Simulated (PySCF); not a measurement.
Radial density of Ti(3+) (titanium, charge +3)

UHF, [Ar] 3d1, 2D determinant. All numbers are calculated (PySCF 2.14, the spin-free X2C one-electron Hamiltonian (Gaussian nucleus), in x2c-SVPall).

| r (bohr) | 4πr²ρ (e/bohr) | 4πr²(ρα − ρβ) |
| --- | --- | --- |
| 0.00114 | 0.1361 | 0.0000 |
| 0.00191 | 0.3721 | 0.0000 |
| 0.00322 | 0.9694 | 0.0000 |
| 0.00541 | 2.356 | 0.0000 |
| 0.00910 | 5.454 | 0.0000 |
| 0.0153 | 11.36 | 0.0000 |
| 0.0257 | 19.90 | 0.0000 |
| 0.0433 | 25.97 | 0.0001 |
| 0.0728 | 22.87 | 0.0003 |
| 0.123 | 19.89 | 0.0029 |
| 0.206 | 27.71 | 0.0287 |
| 0.347 | 18.87 | 0.1584 |
| 0.583 | 7.525 | 0.5255 |
| 0.981 | 9.509 | 0.7856 |
| 1.65 | 2.653 | 0.4127 |
| 2.77 | 0.08953 | 0.0362 |
| 4.67 | 0.001144 | 0.0006 |
| 7.85 | 1.208e-05 | 0.0000 |

Densities and radii are taken from the X2C orbitals without a picture-change correction, which distorts them close to the nucleus.
